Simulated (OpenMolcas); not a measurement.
Os4+ among 6 point charges of -1.7 e arranged as a tetragonal octahedron (D4h). The axial distance is 1.02 times the equatorial one, R.

- Program: OpenMolcas 26.06
- Method: SS-CASPT2, IPEA 0.25 Eh, imaginary shift 0.1 Eh (closed shells correlated: 5s 5p)
- Basis: ANO-RCC-VDZP [7s6p4d2f1g]
- Scalar Hamiltonian: DKH2, point nucleus
- Active space: 4 electrons in 5 orbitals (5d)
- State averaging: 2S+1 = 5 even, 5 roots; 2S+1 = 3 even, 45 roots; 2S+1 = 1 even, 50 roots
- Spin-orbit coupling: RASSI with atomic mean-field integrals over the reference wave functions

All point charges move together. At R = 1.83 Å the first state of the same spin is 1750 cm-1, and at R = 1.92 Å it is 1530 cm-1.

A third run gives 1340 cm-1. What distance was it run at?

With a power law R^-n the two known points give n = -ln(1530 / 1750) / ln(1.92 / 1.83) = 2.80. Then R = 1.83 × (1750 / 1340)^(1/2.80) = 2.013 Å. The run was at 2.01 Å, so the estimate is off by +0.003 Å.

This shell can be high or low spin here, a state of another spin lies low, and with metal d orbitals alone active their balance is uncertain, so the ground spin may be wrong. Point charges give a weaker field than real ligands, and real ions of this kind are as a rule low spin; the high spin found here belongs to the model. Free-ion shares, where given, are those of the reference states; single-state CASPT2 does not remix them. Spin-orbit coupling mixes the spin-free states strongly: the lowest level takes only 25 % from its leading state, 3E, which lies 5266 cm-1 above the lowest spin-free state (figures for R = 1.83; the like holds for R = 1.92, R = 2.01). Point charges carry no covalency, so the field is a model and not that of real ligands. No measured value stands beside these numbers.
